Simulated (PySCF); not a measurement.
Molecular orbitals of SrLi⁺

M06-2X at R = 3.432 Å; Sr def2-SVP with ECP28, Li def2-SVP; scalar-relativistic core potentials (PySCF 2.14). State: ¹Σ⁺ (singlet), closed shell. Only the outer orbitals are listed, counted within each symmetry, core potentials removing the inner ones.

```tsv
orbital	occ.	ε (eV)	on Sr (%)	main shells (%)
2σ	2	-51.07	100	100 Sr s
1π	2	-30.95	100	100 Sr p
1π	2	-30.95	100	100 Sr p
3σ	2	-30.86	100	100 Sr p
4σ	2	-9.13	74	70 Sr s, 20 Li s
5σ	0	-5.28	55	45 Li s, 24 Sr s, 23 Sr p
2π	0	-4.31	72	39 Sr p, 34 Sr d, 28 Li p
2π	0	-4.31	72	39 Sr p, 34 Sr d, 28 Li p
```

Question: Which are the highest filled and the lowest empty level, where do they sit, and how wide is the gap?

Answer: Highest filled 4σ at -9.13 eV (in %: 70 Sr s, 20 Li s); lowest empty 5σ at -5.28 eV (in %: 45 Li s, 24 Sr s, 23 Sr p); the gap at M06-2X is 3.85 eV.

| Property | Result |
| --- | --- |
| bond order (Mayer) | 0.77 |
| ⟨S²⟩ | 0.000 |
| charge on Sr (Mulliken, basis-dependent) | 0.53 |
| charge on Sr (Löwdin, basis-dependent) | 0.60 |
| dipole moment (positive dipole points towards Li; it is taken about the centre of mass and depends on that origin) | 5.85 D |

Closed-shell solutions of metal pairs were not tested for spin polarisation, which can lower them a little.
